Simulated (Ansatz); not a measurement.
Total energies of (MgTe)2 ring (Mg₂Te₂) from Ansatz at r2SCAN-D4/def2-TZVP, gas phase (1 Eh = 27.2114 eV = 2625.5 kJ/mol). The reference geometry is relaxed at PBE-D4/def2-SVP.

```
                 state   geometry  energy (Eh)
      charge 0 singlet  reference   -936.52782
      charge 1 doublet  reference   -936.26201
free Mg atom (singlet)          –   -200.03322
free Te atom (triplet)          –   -268.08831
```

In the def2 sets Te takes a core potential; there is no spin–orbit coupling.

(1) Work out the vertical ionisation energy to the doublet.

(2) What is the binding energy per atom against free atoms?

(1) E(charge 1 doublet) − E(charge 0 singlet) = -936.26201 − (-936.52782) = 0.26581 Eh = 7.23 eV. For comparison, −ε of the highest occupied level is 5.06 eV at this level, 2.17 eV less.

(2) Atoms: 2 × (-200.03322) + 2 × (-268.08831) = -936.24306 Eh. Binding: -936.24306 − (-936.52782) = 0.28476 Eh = 7.75 eV, or 1.94 eV for each of 4 atoms (no zero-point energy, no counterpoise term).
